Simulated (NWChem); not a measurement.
Atomisation of CH$_{6}$Ge

```
Ge
H 1 1.5446
H 1 1.5446 2 108.58
H 1 1.5446 2 108.58 3 117.87
C 1 1.9675 2 110.35 3 -121.07
H 5 1.1003 1 110.39 2 60.00
H 5 1.1003 6 108.54 1 121.11
H 5 1.1003 6 108.53 7 117.78
```
Charge 0, spin multiplicity 1.

The numbers come from NWChem runs, not from measurements. All single points use one geometry, from B3LYP/def2-SVP, a minimum by its harmonic frequencies.

Basis set: def2-TZVP. The atomisation energy is electronic alone: no zero-point, thermal, spin-orbit or counterpoise terms. No value is extrapolated to the basis-set limit. Free atoms are single determinants with multiplicities Ge 3, C 3, H 2.

The Hamiltonian is non-relativistic. B3LYP has NWChem's definition, with VWN1-RPA local correlation. The structure started from a generated list of species. The stability of the SCF solutions was not checked. Open-shell Hartree-Fock references start from PBE0 orbitals.

Q: For the atomisation energy, PBE gives 591.8 kcal/mol and HF gives 453.9 kcal/mol. What do BP86, r2SCAN give?

A: BP86: 606.1 kcal/mol; r2SCAN: 596.1 kcal/mol.
